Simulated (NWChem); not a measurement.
The numbers come from NWChem runs, not from measurements. System: CH6Hf, charge 0, spin multiplicity 1, at a geometry optimised with B3LYP/def2-SVP with def2 effective core potentials on Hf. The structure started from a generated list of species. Level: G0W0@PBE0/def2-TZVPD with def2 effective core potentials on Hf, RI basis def2-tzvpd-rifit, no spin-orbit coupling.

Input file:

```
start mol
memory heap 200 mb stack 700 mb global 1700 mb
geometry units angstroms nocenter noautoz
  Hf     0.227647     0.012952     0.000000
  C     -1.956703    -0.111605     0.000000
  H     -2.325263    -0.649951     0.895516
  H     -2.325263    -0.649951    -0.895516
  H     -2.411811     0.898648     0.000000
  H      0.854704    -0.835808     1.530166
  H      0.854704    -0.835808    -1.530166
  H      0.702587     1.809987     0.000000
  symmetry group Cs
end
basis spherical
  * library def2-tzvpd
end
ecp
  Hf library def2-ecp
end
basis "ri basis" bse spherical
  * library def2-tzvpd-rifit
end
dft
  xc pbe0
  iterations 100
  direct
  tolerances tight
end
task dft energy
gw
  states alpha occ 4 vir 2
end
task dft gw
```

Output (cleaned and shortened):

```
             Northwest Computational Chemistry Package (NWChem) 7.3.0
             --------------------------------------------------------

                                NWChem Input Module
                                -------------------

 Scaling coordinates for geometry "geometry" by  1.889725989
 (inverse scale =  0.529177249)

 Turning off AUTOSYM since
 SYMMETRY directive was detected!

                             Geometry "geometry" -> ""
                             -------------------------

 Output coordinates in angstroms (scale by  1.889725989 to convert to a.u.)

  No.       Tag          Charge          X              Y              Z
 ---- ---------------- ---------- -------------- -------------- --------------
    1 Hf                  72.0000     0.22764700     0.01295200     0.00000000
    2 C                    6.0000    -1.95670300    -0.11160500     0.00000000
    3 H                    1.0000    -2.32526300    -0.64995100     0.89551600
    4 H                    1.0000    -2.32526300    -0.64995100    -0.89551600
    5 H                    1.0000    -2.41181100     0.89864800     0.00000000
    6 H                    1.0000     0.85470400    -0.83580800     1.53016600
    7 H                    1.0000     0.85470400    -0.83580800    -1.53016600
    8 H                    1.0000     0.70258700     1.80998700     0.00000000

 Effective nuclear repulsion energy (a.u.)     221.2088306201

            Nuclear Dipole moment (a.u.)
            ----------------------------
        X                 Y               Z
 ---------------- ---------------- ----------------
     0.0000453534     0.0000585815     0.0000000000

      Symmetry information
      --------------------

 Group name             Cs
 Group number              2
 Group order               2
 No. of unique centers     6

      Symmetry unique atoms

     1    2    3    5    6    8


 Summary of "ao basis" -> "" (spherical)
 ------------------------------------------------------------------------------
       Tag                 Description            Shells   Functions and Types
 ---------------- ------------------------------  ------  ---------------------
 *                         def2-tzvpd                 on all atoms

 Summary of "ri basis" -> "" (spherical)
 ------------------------------------------------------------------------------
       Tag                 Description            Shells   Functions and Types
 ---------------- ------------------------------  ------  ---------------------
 *                      def2-tzvpd-rifit              on all atoms

                                 NWChem DFT Module
                                 -----------------

 Summary of "ao basis" -> "ao basis" (spherical)
 ------------------------------------------------------------------------------
       Tag                 Description            Shells   Functions and Types
 ---------------- ------------------------------  ------  ---------------------
 Hf                        def2-tzvpd               15       43   6s5p3d1f
 C                         def2-tzvpd               13       37   6s3p3d1f
 H                         def2-tzvpd                5        9   3s2p

 Summary of "ao basis" -> "ao basis" (spherical)
 ------------------------------------------------------------------------------
       Tag                 Description            Shells   Functions and Types
 ---------------- ------------------------------  ------  ---------------------
 Hf                        def2-tzvpd               15       43   6s5p3d1f
[...]
    50      0.311220  2 C  px                53      0.284578  2 C  px
    48     -0.258033  2 C  s                 56      0.243920  2 C  px
    26      0.222343  1 Hf d  2              31      0.169130  1 Hf d  2
    10      0.158789  1 Hf px                47      0.158221  2 C  s
    24     -0.129826  1 Hf d  0              29     -0.098782  1 Hf d  0

 Vector   13  Occ=0.000000D+00  E=-5.919183D-02  Symmetry=a"
              MO Center=  4.1D-01,  2.5D-01, -1.7D-11, r^2= 2.8D+00
   Bfn.  Coefficient  Atom+Function         Bfn.  Coefficient  Atom+Function
  ----- ------------  ---------------      ----- ------------  ---------------
    23      0.369706  1 Hf d -1              28      0.307450  1 Hf d -1
    25     -0.298722  1 Hf d  1              30     -0.236656  1 Hf d  1
    33      0.214714  1 Hf d -1              83      0.179538  3 H  s
    92     -0.179538  4 H  s                 21      0.160399  1 Hf pz
    35     -0.153423  1 Hf d  1             110      0.102598  6 H  s

 Vector   14  Occ=0.000000D+00  E=-5.918023D-02  Symmetry=a'
              MO Center=  4.3D-01, -2.1D-01,  1.7D-11, r^2= 2.8D+00
   Bfn.  Coefficient  Atom+Function         Bfn.  Coefficient  Atom+Function
  ----- ------------  ---------------      ----- ------------  ---------------
    22      0.337374  1 Hf d -2              24      0.304828  1 Hf d  0
    27      0.268938  1 Hf d -2              29      0.254090  1 Hf d  0
   101      0.207492  5 H  s                 34      0.178016  1 Hf d  0
    32      0.176094  1 Hf d -2              20      0.160327  1 Hf py
    26      0.138310  1 Hf d  2             128      0.118514  8 H  s

 Vector   15  Occ=0.000000D+00  E=-3.797554D-02  Symmetry=a'
              MO Center=  9.7D-01,  5.4D-02, -6.9D-13, r^2= 5.2D+00
   Bfn.  Coefficient  Atom+Function         Bfn.  Coefficient  Atom+Function
  ----- ------------  ---------------      ----- ------------  ---------------
    49      0.544603  2 C  s                 19      0.501199  1 Hf px
    48      0.346083  2 C  s                 16      0.304689  1 Hf px
    56     -0.259666  2 C  px                26      0.256891  1 Hf d  2
     6     -0.239618  1 Hf s                 83     -0.234661  3 H  s
    92     -0.234661  4 H  s                101     -0.234124  5 H  s

 center of mass
 --------------
 x =   0.12214107 y =   0.00693371 z =   0.00000000

 moments of inertia (a.u.)
 ------------------
          46.024015081954         -13.597877289458           0.000000000000
         -13.597877289458         283.931914272035           0.000000000000
           0.000000000000           0.000000000000         284.704064304374

     Multipole analysis of the density
     ---------------------------------

     L   x y z        total         alpha         beta         nuclear
     -   - - -        -----         -----         ----         -------
     0   0 0 0      0.000000    -12.000000    -12.000000     24.000000

     1   1 0 0     -0.377887     12.716747     12.716747    -25.811382
     1   0 1 0     -0.021791      0.723347      0.723347     -1.468485
     1   0 0 1     -0.000000     -0.000000     -0.000000      0.000000

     2   2 0 0    -25.797721    -88.211165    -88.211165    150.624608
     2   1 1 0      0.116485     -3.591082     -3.591082      7.298649
     2   1 0 1     -0.000000     -0.000000     -0.000000      0.000000
     2   0 2 0    -27.796792    -25.330071    -25.330071     22.863350
     2   0 1 1      0.000000      0.000000      0.000000      0.000000
     2   0 0 2    -27.804407    -25.127333    -25.127333     22.450259

 Task  times  cpu:       11.9s     wall:       11.9s

                                NWChem Input Module
                                -------------------

                                 NWChem GW Module
                                 ----------------

                             ***********************
                             ***        GW       ***
                             ***********************

 Summary of "ri basis" -> "ri basis" (spherical)
 ------------------------------------------------------------------------------
       Tag                 Description            Shells   Functions and Types
 ---------------- ------------------------------  ------  ---------------------
 Hf                     def2-tzvpd-rifit            36      160   9s9p8d5f3g2h
 C                      def2-tzvpd-rifit            26       92   9s7p5d4f1g
 H                      def2-tzvpd-rifit            10       24   5s3p2d

                 Memory Information
                 ------------------
          Available GA per process is          1699.9 MBs
          Available stack per process is        700.0 MBs
          Available heap per process is           0.1 MBs

          Peak memory in Initialization
              Peak GA per process is                  7.0 MBs
              Peak stack per process is               0.2 MBs
              Peak heap per process is                7.4 MBs
              Memory not in MA per process            0.0 MBs

          Peak memory in AFF Calculation
              Peak GA per process is                 26.4 MBs
              Peak stack per process is              16.4 MBs
              Peak heap per process is                0.0 MBs
              Memory not in MA per process           16.4 MBs

          Computing 2-center integrals
          Computing Inverse Cholesky factor
          Computing 3-center integrals
          Computing V_xc ...

          Computing Sigma_x
          Computing RPA polarizability
          Solving quasiparticle equations

                  Alpha Orbitals
          State     Energy (eV)     Error (eV)
          -----------------------------------
@GW         9        -11.522           0.005
@GW        10        -10.180           0.005
@GW        11        -10.180           0.004
@GW        12         -9.873           0.004
@GW        13          0.713           0.005
@GW        14          0.713           0.005

   Applying  -1.8257 eV scissor-shift to rest of particle states

   Applying   2.3234 eV scissor-shift to rest of hole states

     GW Timing Statistics
   ------------------------
   Init.   :          0.1s
     ERIs  :          1.2s
     Distr.:          0.0s
     Vxc   :          1.6s
   Sigma_x :          0.0s
   RPA     :          0.6s
   Wmn     :          0.0s
   Sigma_c :          0.0s
   GW total:          3.5s

 Task  times  cpu:        3.5s     wall:        3.5s

 Total times  cpu:       15.4s     wall:       15.4s
```
